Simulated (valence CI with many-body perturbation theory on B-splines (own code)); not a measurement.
Values are calculated unless marked as measured or tabulated.
**A CI+MBPT run for Re XXXIV**

Level of theory: valence CI with perturbative core correlation (CI+MBPT): six valence electrons over a frozen Dirac-Fock core [Kr], radial functions for each j: 7 s, 7 p, 8 d, 6 f, 4 g, 1 h, with the one-electron correlation potential Σ1 (screened to all orders), the two-electron term Σ2, the three-electron term Σ3, Breit, model QED; selected single and double excitations, second order for the rest, scaled by the run's own slope (own B-spline code, finite nucleus).

Command, and the settings that its task file holds:

```sh
python run_cv.py task.json out
```

```
atom Re  Z=75  mass_number=187  rms_radius_fm=5.3698
core [Kr]
valence 4d6
avg = 1
basis = M
breit = 1
cap = 60000
capref = 1200
cscale = 1
de = 0.0
dress = 0
eps = 2e-08
extrap = 1
h = 0.27
hh = 1
l2 = 3
lcore = 6
maxit = 60
n2 = 5
natural = 1
nlev = 35
nno = [4, 4, 5, 4, 3, 1]
nroot = 26
nsp = [3, 3, 3, 2, 1, 0]
pt2 = 1
qed = 1
rpa = 1
s1 = 1
s2 = 1
s3 = 1
screen = 1
tol = 2e-05
whole = 1
```

It took 21 min on 1 thread of Intel(R) Xeon(R) Processor @ 2.30GHz (shared host).

Log. The first blocks belong to the next ion, which gives the ionisation energy. Fields: 2J, parity (1 odd), roots, reference size, generating configurations, candidates as configurations/state functions, variational space P, stored matrix elements, Davidson steps; e2 is the range of second-order energies in hartree. The first line gives the box (bohr), its intervals, the orbitals and the steps of their self-consistent field. Window is the range of levels sought, series limit the energy at which the first omitted orbital would enter, core excitation an estimate of the first excitation out of the core, left out the lowest levels not solved, and shifts from estimates the range by which levels moved from their first estimate, all in cm⁻¹.

```
rmax 4.4 intervals 58 orbitals 59 references ['4d6', '4d5 4f', '4d4 4f2', '4d5 5s', '4d5 5p'] scf 5 t 1.4
2J=5 par=0 roots 2 ref 10 generators 4 cand 3466/45082 P 619/6000 nnz 8.7e+06 it 6
2J=5 par=0 roots 2 ref 10 generators 12 cand 14874/476076 P 2178/29892 nnz 1.5e+08 it 6
   second order: generators 17 cand 14884/513305 e2 -0.00025 -0.00016
reference levels 2432, estimated 34, window 631610 1/cm; series limit 7399306, core excitation 1288265
2J=8 par=0 roots 7 ref 321 generators 14 cand 17645/1566657 P 554/11957 nnz 3e+07 it 7
2J=8 par=0 roots 7 ref 321 generators 16 cand 17259/1557469 P 1588/32784 nnz 1.9e+08 it 8
   second order: generators 29 cand 31299/3020354 e2 -0.00314 -0.00234
2J=4 par=0 roots 8 ref 273 generators 14 cand 17744/1207746 P 615/11979 nnz 2.9e+07 it 8
2J=4 par=0 roots 8 ref 273 generators 16 cand 17304/1198519 P 1850/33420 nnz 1.9e+08 it 9
   second order: generators 28 cand 30383/2307132 e2 -0.00242 -0.00146
2J=0 par=0 roots 5 ref 76 generators 14 cand 16819/276343 P 2472/11996 nnz 2.1e+07 it 5
2J=0 par=0 roots 5 ref 76 generators 16 cand 14898/266923 P 4036/29226 nnz 6.7e+07 it 6
   second order: generators 32 cand 34387/598574 e2 -0.00030 -0.00015
2J=6 par=0 roots 6 ref 300 generators 10 cand 15578/1429424 P 468/11975 nnz 3.1e+07 it 7
2J=6 par=0 roots 6 ref 300 generators 12 cand 16084/1449956 P 1303/31889 nnz 1.9e+08 it 8
   second order: generators 25 cand 31748/2939503 e2 -0.00275 -0.00200
2J=2 par=0 roots 4 ref 168 generators 10 cand 15478/769719 P 818/12000 nnz 2.9e+07 it 7
2J=2 par=0 roots 4 ref 168 generators 12 cand 15697/777593 P 2246/33211 nnz 1.8e+08 it 8
   second order: generators 22 cand 31396/1587624 e2 -0.00078 -0.00058
2J=10 par=0 roots 2 ref 272 generators 7 cand 15521/1474583 P 474/11996 nnz 3.4e+07 it 5
2J=10 par=0 roots 2 ref 272 generators 9 cand 16028/1492054 P 1280/30441 nnz 2e+08 it 5
   second order: generators 14 cand 22966/2253528 e2 -0.00188 -0.00186
2J=12 par=0 roots 2 ref 232 generators 7 cand 15379/1310449 P 625/11977 nnz 3.3e+07 it 5
2J=12 par=0 roots 2 ref 232 generators 9 cand 15773/1322868 P 1590/30697 nnz 1.9e+08 it 5
   second order: generators 14 cand 24095/2190137 e2 -0.00124 -0.00116
left out: unestimated 1577962, estimated none, shifts from estimates -595 to 1055
operators 2.9
```

The Davidson iterations converged.

The last digits are not significant, and no measured levels were compared; by estimate large intervals hold to a few tenths of a per cent, small ones and those within an open d or f shell to about a per cent. Core correlation moves these levels by up to 7700 cm⁻¹, and in measured spectra 5 to 20 % of such shifts remained as error; rates that hang on mixing are uncertain with them. Among the levels kept, up to 760 cm⁻¹ of a level comes from second order outside the variational space, and about a tenth of that is noise between levels of different J, which matters for small intervals. Only levels of the ground parity were solved; by the run's estimate the other parity begins above the list, which can be wrong where configurations are misplaced.

```
Valence energy                            : -342.3463 hartree
Ionisation energy                         : 1403.1 eV (NIST: 1402 ± 5 eV (theoretical))
Reference configurations for the orbitals : 4d6, 4d5 4f, 4d4 4f2, 4d5 5s, 4d5 5p
Radial orbitals                           : 59
Box radius                                : 4.392 bohr
Largest variational space                 : 33420
Lowest levels                             : (4d3/2^4 4d5/2^2) J=4 0.0, (4d3/2^4 4d5/2^2) J=2 21773, (4d3/2^4 4d5/2^2) J=0 71589, (4d3/2^3 4d5/2^3) J=3 [a] 125060, (4d3/2^3 4d5/2^3) J=4 [a] 133600, (4d3/2^3 4d5/2^3) J=1 [a] 139470, (4d3/2^3 4d5/2^3) J=5 158770, (4d3/2^3 4d5/2^3) J=6 160900, (4d3/2^3 4d5/2^3) J=2 [a] 176480, (4d3/2^3 4d5/2^3) J=3 [b] 181060, (4d3/2^3 4d5/2^3) J=0 207900, (4d3/2^3 4d5/2^3) J=1 [b] 218000, (4d3/2^3 4d5/2^3) J=2 [b] 218590, (4d3/2^3 4d5/2^3) J=4 [b] 221050 cm⁻¹
```

Levels are named by their leading jj configuration (3d3/2^4 stands for four electrons in 3d with j = 3/2), which in mixed levels can hold well under half, so a name can repeat and another be missing. Letters in brackets count levels of one name in rising energy.
